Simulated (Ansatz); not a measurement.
`[SiH3]C#CS` + `[OH][AlH2]` → `[OH][AlH][C]#CS` + SiH₄ at 400 K and 1 bar (formal exchange of groups at a C–Si bond).

Computed with Ansatz on PBE0-D4/def2-TZVP structures; ΔE is electronic, products minus reactants. CCSD(T)/CBS is the MP2 limit (def2-TZVPP, def2-QZVPP) plus CCSD(T) − MP2 in def2-TZVPP, frozen cores. This one scheme is used for every species. Each species was taken in one conformer, which may not be the lowest.

```tsv
species	CCSD(T)/CBS energy (Eh)	H − E (kJ/mol)	S (J/(mol·K))
`[SiH3]C#CS`	-765.29577	144.3	370.3
`[OH][AlH2]`	-319.03157	88.7	271.1
`[OH][AlH][C]#CS`	-792.87812	138.2	391.2
SiH₄	-291.46306	96.9	218.6
```

H − E and S are ideal-gas, rigid-rotor, harmonic terms from PBE0-D4/def2-TZVP, for one conformer and one mirror image of each species. 1 Eh = 2625.50 kJ/mol, R = 8.31446 J/(mol·K).

Task: By hand: ΔE, ΔH, ΔS and ΔG.

Result: ΔE = (-792.87812) + (-291.46306) − (-765.29577) − (-319.03157) = -0.01384 Eh = -36.3 kJ/mol. Δ(H − E) = 138.2 + 96.9 − 144.3 − 88.7 = 2.1, so ΔH = -34.2 kJ/mol. ΔS = 391.2 + 218.6 − 370.3 − 271.1 = -31.6 J/(mol·K). ΔG = -34.2 − 400 × (-31.6)/1000 = -21.6 kJ/mol.

Task: By hand: the equilibrium constant, and the temperature at which ΔG would vanish if ΔH and ΔS stayed fixed.

Result: log₁₀ K = −ΔG/(RT ln 10) = 2.8. ΔG = 0 at ΔH/ΔS = 1082 K.

TΔS isn't small against ΔH here. A doubt of 5 kJ/mol in ΔE shifts log₁₀ K by 0.7 here. Other conformers and mirror images would add mixing entropy, several J/(mol·K) or more a flexible species. Modes under 60 cm⁻¹, often nearly free rotors, make the harmonic entropy too high. These are equilibria of isolated gas molecules and say nothing of rates. Largest T1 diagnostic: 0.014 (customary marks: 0.02 for closed shells, 0.045 for open ones).
